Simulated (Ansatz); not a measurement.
Species: N-dibromoboranyl-N-methylmethanamine, C2H6BBr2N (charge 0, singlet). 
Coordinates optimised at B3LYP-D3(BJ)/def2-TZVP (Ansatz, an electronic-structure program):
```xyz
12

C     -2.1572     1.4595    -0.7408
N     -1.5746     0.2879    -0.0941
C     -2.6033    -0.5891     0.4562
B     -0.2141     0.0391    -0.0128
Br     0.4989    -1.5451     0.8650
Br     1.1079     1.2513    -0.7689
H     -2.7498     2.0273    -0.0184
H     -2.8192     1.1460    -1.5526
H     -1.3834     2.1021    -1.1450
H     -2.1580    -1.4547     0.9332
H     -3.2011    -0.0453     1.1926
H     -3.2705    -0.9266    -0.3416
```

Dipole moments at this geometry, in debye (magnitudes).

```csv
level,program,dipole (D)
PBE/def2-TZVPD,Ansatz,3.35
BLYP/def2-TZVPD,Ansatz,3.33
HSE06/def2-TZVPD,Ansatz,3.39
LC-wPBE/def2-TZVPD,Ansatz,3.45
wB97X-V/def2-TZVPD,Ansatz,3.41
CCSD(T)/aug-cc-pVDZ,Ansatz,…
```

Fill in the missing entries.


- CCSD(T)/aug-cc-pVDZ, dipole (D): 3.47
